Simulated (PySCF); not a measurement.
benzene (C6H6), singlet, at a GFN2-xTB geometry. Base run: BLYP/3-21G (PySCF).

PySCF was given this input:
```python
from pyscf import gto, scf, dft

mol = gto.M(
    atom='''
C    -0.000731    1.384546    0.010221
C     1.198719    0.692906    0.005108
C     1.199450   -0.691639   -0.005114
C     0.000731   -1.384546   -0.010221
C    -1.198719   -0.692906   -0.005108
C    -1.199450    0.691639    0.005114
H    -0.001302    2.464982    0.018198
H     2.134144    1.233619    0.009093
H     2.135446   -1.231363   -0.009104
H     0.001302   -2.464982   -0.018198
H    -2.134144   -1.233619   -0.009093
H    -2.135446    1.231363    0.009104
''',
    basis='3-21g',
    charge=0,
    spin=0,
    verbose=3,
)

mf = dft.RKS(mol)
mf.xc = 'blyp'
mf.kernel()
mf.analyze()
```

Each row names what was changed in the base input (with any setting that the change needs).

| change | ΔE vs base (mEh) | fitting functions |
|---|---|---|
| base | 0.000 | - |
| auxbasis = cc-pvtz-ri | -0.419 | 666 |
| auxbasis = even-tempered beta=2.0 | -9.354 | 384 |
| auxbasis = def2-universal-jkfit | -0.326 | 558 |
| auxbasis = even-tempered beta=1.6 | -7.549 | 546 |
| auxbasis = even-tempered beta=3.0 | -13.940 | 246 |
| auxbasis = autoaux | -8.542 | 480 |
| auxbasis = def2-tzvp-ri | -0.314 | 546 |
| auxbasis = def2-universal-jfit | -0.586 | 360 |
| auxbasis = cc-pvqz-jkfit | -0.112 | 942 |

A fitting set is made for a task (jfit for Coulomb, jkfit for Coulomb and exchange, ri for correlation) and for a family of orbital bases.
